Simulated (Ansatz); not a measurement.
Species: sum formula H$_{2}$SiO, net charge 1, doublet state. 
Structure (B3LYP-D3(BJ)/def2-TZVP (Ansatz, a first-principles code) minimum search):
```xyz
4

Si     0.0888    -0.4751     0.0041
O     -0.2062     1.1037    -0.0096
H     -1.1059    -1.3344    -0.0090
H      1.5130    -0.8447     0.0280
```
Charge +1, spin multiplicity 2.

Question: Give the harmonic wavenumbers at B3LYP-D3(BJ)/def2-TZVP (Ansatz, finite differences of forces, unscaled).

Answer: 490, 665, 833, 977, 2242, 2313 cm⁻¹. Zero-point energy 10.8 kcal/mol.

Question: From these and the geometry, give the ideal-gas thermochemistry at 298.15 K and 1 atm (rigid rotor, harmonic oscillator).

Answer: Point group C2v, rotational symmetry number 2. Rotational constants 141.2, 17.36, 15.46 GHz. S(trans) 37.41, S(rot) 18.30, S(vib) 1.32, S(elec, spin only) 1.38, S 58.4 cal/(mol K). H(298) - H(0) 2.66 kcal/mol; G - E(el) -4.0 kcal/mol.
